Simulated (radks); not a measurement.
Results of a calculation; reference values are marked as such.
Eu41+, configuration [Ar] 3d4. Code: a radial shooting solver on a logarithmic mesh with Libxc functionals. Model: Dirac Kohn-Sham, BLYP, spin-unpolarised, spherical densities, finite nucleus; open shells fill j = l - 1/2 first; Fermi nuclear charge, rms radius 5.1115 fm.

Spin-orbit splittings of the eigenvalues, e(l+1/2) - e(l-1/2), with zeta = 2 splitting/(2l+1) and mean radii in bohr:

2p: occ. 6; splitting (eV) 655.5; zeta (eV) 437.0; <r> j=l-1/2 0.07856; <r> j=l+1/2 0.08516
3p: occ. 6; splitting (eV) 153.5; zeta (eV) 102.3; <r> j=l-1/2 0.2242; <r> j=l+1/2 0.2349
3d: occ. 4; splitting (eV) 35.40; zeta (eV) 14.16; <r> j=l-1/2 0.2046; <r> j=l+1/2 0.2079
